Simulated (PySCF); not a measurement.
# Computed records: CH5B2N, CH7AlBN, CH7NSi2, B2FH4

All values are calculated (PySCF 2.14.0). Calculation on a computer-drawn molecule: optimised geometry and harmonic frequencies of an isolated molecule of the commonest isotopes, restricted reference for singlets and unrestricted otherwise, frozen core in MP2.

Common to all runs: multiplicity 1; method HF.

(1) CH5B2N

Start structure:
```xyz
9
CH5B2N
B     -0.4343    -0.7891    -1.0409
C     -1.1651    -0.9193    -2.2026
B     -2.3363     0.0237    -2.6526
N     -2.7463     1.0754    -1.9065
H      0.0556    -0.7142    -0.0168
H     -0.9405    -1.7815    -2.8630
H     -2.8303    -0.1528    -3.7013
H     -2.3944     1.3042    -0.9841
H     -3.4953     1.7071    -2.1800
```

* charge: 0
* basis: cc-pVDZ
* rotational constants: 20.15, 5.344, 4.294 GHz
* total energy: -144.5956 hartree
* convergence status largest gradient component: 2.09e-05 hartree/bohr

Drawn bonds:
```csv
atom,other atom,order
1,2,2
2,3,1
3,4,1
1,5,1
2,6,1
3,7,1
4,8,1
4,9,1
```

Optimised structure:
```xyz
9
CH5B2N
B     -0.3868    -0.8039    -1.0674
C     -1.2659    -1.0042    -2.1147
B     -2.2662     0.0665    -2.6653
N     -2.8332     1.0741    -1.8734
H      0.3659    -0.6046    -0.1846
H     -1.1625    -1.9311    -2.6774
H     -2.5729     0.0527    -3.8307
H     -2.7212     1.1375    -0.8834
H     -3.4443     1.7665    -2.2510
```

Modes:
```csv
frequency (cm⁻¹),reduced mass (dalton)
121.2,1.792
153.9,2.529
420.4,2.264
491.4,1.233
572.9,1.245
689.6,1.392
751.2,1.33
818.8,1.702
891.3,1.649
979.7,1.416
1011,1.28
1118,1.36
1221,1.671
1418,2.93
1596,6.007
1753,1.211
2662,1.094
2929,1.134
3282,1.086
3820,1.051
3923,1.098
```

(2) CH7AlBN

Start structure:
```xyz
11
CH7AlBN
B     -0.9179    -2.3337    -0.9317
N     -0.2439    -1.5464     0.0654
C     -0.2050    -0.0101     0.1641
Al    -1.2727    -0.5509     1.8376
H     -1.4844    -1.7410    -1.7770
H     -0.7604    -3.4799    -0.9096
H      0.4660    -1.9598     0.6668
H      0.7969     0.2452     0.0377
H     -0.7935     0.3475    -0.6302
H     -0.5019    -1.3339     2.9879
H     -2.7490    -0.5100     1.8552
```

* charge: 0
* basis: cc-pV(D+d)Z
* rotational constants: 10.68, 4.016, 3.426 GHz
* total energy: -363.0062 hartree
* convergence status largest gradient component: 3.218e-05 hartree/bohr

Drawn bonds:
```csv
atom,other atom,order
1,2,1
2,3,1
3,4,1
1,5,1
1,6,1
2,7,1
3,8,1
3,9,1
4,10,1
4,11,1
```

Optimised structure:
```xyz
11
CH7AlBN
B     -0.9554    -2.3166    -0.8839
N     -0.1396    -1.5666    -0.0228
C     -0.1753    -0.0864     0.2207
Al    -1.2706    -0.5795     1.7561
H     -1.8399    -1.7698    -1.4810
H     -0.7521    -3.4946    -0.9880
H      0.6448    -2.0292     0.3967
H      0.8412     0.2881     0.3275
H     -0.6470     0.3980    -0.6318
H     -0.5321    -1.0641     3.0681
H     -2.8398    -0.6524     1.6047
```

Modes:
```csv
frequency (cm⁻¹),reduced mass (dalton)
103,4.271
189.2,2.459
284.2,1.115
403.5,1.877
406.3,1.222
441.6,1.092
639,1.14
692.8,3.285
749.5,1.359
831.8,1.093
871.3,1.66
881,1.471
1027,1.439
1087,1.357
1227,1.607
1267,1.263
1291,1.253
1380,1.533
1551,1.083
1588,1.701
1980,1.048
1997,1.036
2676,1.054
2753,1.132
3231,1.058
3298,1.109
3805,1.077
```

(3) CH7NSi2

Start structure:
```xyz
11
CH7NSi2
N     -2.0542    -1.6607    -1.4711
Si    -1.1039    -1.3175    -0.1528
C      0.3896    -0.4776    -0.0285
Si     1.5092    -0.2315     1.4209
H     -3.0018    -1.7748    -1.4894
H     -1.7087    -1.2966    -2.3723
H     -1.7932    -2.0850     1.0022
H      0.6330     0.0880    -0.9246
H      0.9418     0.6265     2.4916
H      1.8926    -1.5774     2.0475
H      2.7855     0.3971     1.0334
```

- charge: 0
- basis: cc-pV(D+d)Z
- rotational constants: 23.35, 1.727, 1.638 GHz
- total energy: -674.2537 hartree
- convergence status largest gradient component: 1.662e-05 hartree/bohr

Drawn bonds:
```csv
atom,other atom,order
1,2,1
2,3,2
3,4,1
1,5,1
1,6,1
2,7,1
3,8,1
4,9,1
4,10,1
4,11,1
```

Optimised structure:
```xyz
11
CH7NSi2
N     -2.0444    -1.5401    -1.4604
Si    -0.9440    -1.4072    -0.1924
C      0.3009    -0.2735    -0.0220
Si     1.4423    -0.2333     1.4191
H     -2.7579    -2.2404    -1.4935
H     -2.0561    -0.9331    -2.2561
H     -1.2313    -2.4619     0.7879
H      0.4410     0.4741    -0.8003
H      1.3808     1.0476     2.1736
H      1.0902    -1.3268     2.3647
H      2.8685    -0.4149     1.0363
```

Modes:
```csv
frequency (cm⁻¹),reduced mass (dalton)
122.3,3.845
150.2,3.337
168.2,1.166
272.5,1.092
287.2,3.945
376.5,1.307
534.8,1.316
628.9,1.65
708.6,1.093
720.9,1.305
785.8,1.209
865.2,1.972
925.5,4.01
979.7,1.215
1021,1.287
1021,1.042
1049,1.112
1068,1.128
1261,3.819
1680,1.126
2253,1.05
2264,1.049
2284,1.02
2390,1.042
3289,1.086
3800,1.05
3903,1.098
```

(4) CH7AlBN

Start structure:
```xyz
11
CH7AlBN
B     -0.2712     0.9699    -2.9227
N      0.7292     1.6866    -2.1936
Al     1.0886     1.9442    -0.4009
C      0.1802     1.2297     1.1612
H     -0.2325     1.0468    -4.0855
H     -0.9982     0.3094    -2.4344
H      1.3364     2.1856    -2.7524
H      2.2615     2.8695    -0.3187
H     -0.8863     1.4532     1.1914
H      0.5952     1.5326     2.0935
H      0.2063     0.1095     1.1226
```

- charge: 0
- basis: cc-pV(D+d)Z
- rotational constants: 10.75, 3.602, 2.744 GHz
- total energy: -363.0716 hartree
- convergence status largest gradient component: 2.959e-05 hartree/bohr

Drawn bonds:
```csv
atom,other atom,order
1,2,1
2,3,1
3,4,1
1,5,1
1,6,1
2,7,1
3,8,1
4,9,1
4,10,1
4,11,1
```

Optimised structure:
```xyz
11
CH7AlBN
B     -0.2330     0.9704    -2.7270
N      0.7933     1.7640    -2.1821
Al     1.1805     2.0258    -0.4349
C      0.1283     1.1637     0.9719
H     -0.3808     0.8823    -3.9200
H     -0.9752     0.3698    -1.9906
H      1.3650     2.2292    -2.8658
H      2.4077     2.9834    -0.1536
H     -0.9284     1.4470     0.9093
H      0.4875     1.4293     1.9707
H      0.1642     0.0721     0.8826
```

Modes:
```csv
frequency (cm⁻¹),reduced mass (dalton)
21.19,1.034
130,2.371
149.7,2.676
284.5,1.142
300.2,2.958
458.5,1.158
609,3.525
648.9,1.236
724.5,1.371
725,2.302
822.2,1.531
886.5,1.094
1000,1.294
1106,1.372
1223,1.588
1336,1.238
1351,1.246
1450,2.368
1541,1.052
1546,1.055
1983,1.042
2637,1.054
2692,1.129
3151,1.036
3222,1.098
3236,1.101
3772,1.074
```

(5) B2FH4

Start structure:
```xyz
7
B2FH4
B     -1.4127     1.5729     2.2079
B     -1.4911     0.9040     3.7448
F     -1.6704     1.5560     4.9954
H     -1.9630     0.9880     1.4028
H     -1.7656     2.7296     2.1939
H     -0.1907     1.4841     1.9771
H     -1.3623    -0.2958     4.0824
```

* charge: -1
* basis: aug-cc-pVDZ
* rotational constants: 45.68, 7.417, 6.728 GHz
* total energy: -151.1734 hartree
* convergence status largest gradient component: 3.291e-06 hartree/bohr

Drawn bonds:
```csv
atom,other atom,order
1,2,1
2,3,1
1,4,1
1,5,1
1,6,1
2,7,1
```

Optimised structure:
```xyz
7
B2FH4
B     -1.3664     1.5989     2.2450
B     -1.4852     0.8881     3.7946
F     -1.8011     1.5502     4.9690
H     -2.0606     0.9320     1.4460
H     -1.6906     2.7989     2.2021
H     -0.1704     1.4686     1.8887
H     -1.2815    -0.2979     4.0589
```

Modes:
```csv
frequency (cm⁻¹),reduced mass (dalton)
21.08,1.265
331.5,2.36
478.8,1.101
654.2,2.027
896.1,2.075
978.6,1.833
1071,2.971
1153,1.244
1197,1.078
1219,1.06
1277,1.747
2236,1.092
2267,1.081
2318,1.06
2438,1.088
```
